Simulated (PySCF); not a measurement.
**WSCl₄: breathing scan**

Level of theory: PySCF, B3LYP, basis W def2-SVP with ECP60, S def2-SVP, Cl def2-SVP (scalar-relativistic core potentials, no spin–orbit coupling, density fitting).

Rigid scan from the singlet minimum (W–Cl 2.321 Å (×4), W–S 2.107 Å; Cl–W–Cl 86.5° (×4), Cl–W–Cl 151.2° (×2), Cl–W–S 104.4° (×4)). Coordinate: all bonds to the central atom scaled together. Energies in kJ/mol from the minimum.

| scale of all bonds to the centre | E (kJ/mol) | dipole size (D) |
| --- | --- | --- |
| 0.88 | 612.0 | 0.38 |
| 0.92 | 236.6 | 0.52 |
| 0.96 | 51.6 | 0.69 |
| 1.00 | 0.0 | 0.86 |
| 1.04 | 39.8 | 1.03 |
| 1.08 | 140.0 | 1.21 |
| 1.14 | 356.9 | 1.48 |
| 1.22 | 697.3 | 1.82 |
| 1.35 | 1238.0 | 2.33 |

At long bonds a restricted determinant can lie too high, and another spin state can fall below this curve.

With an element this heavy the missing spin–orbit coupling can shift these numbers.

Other isomers or separated fragments may lie lower.

The scan took about 2.9 core-minutes on a shared host.
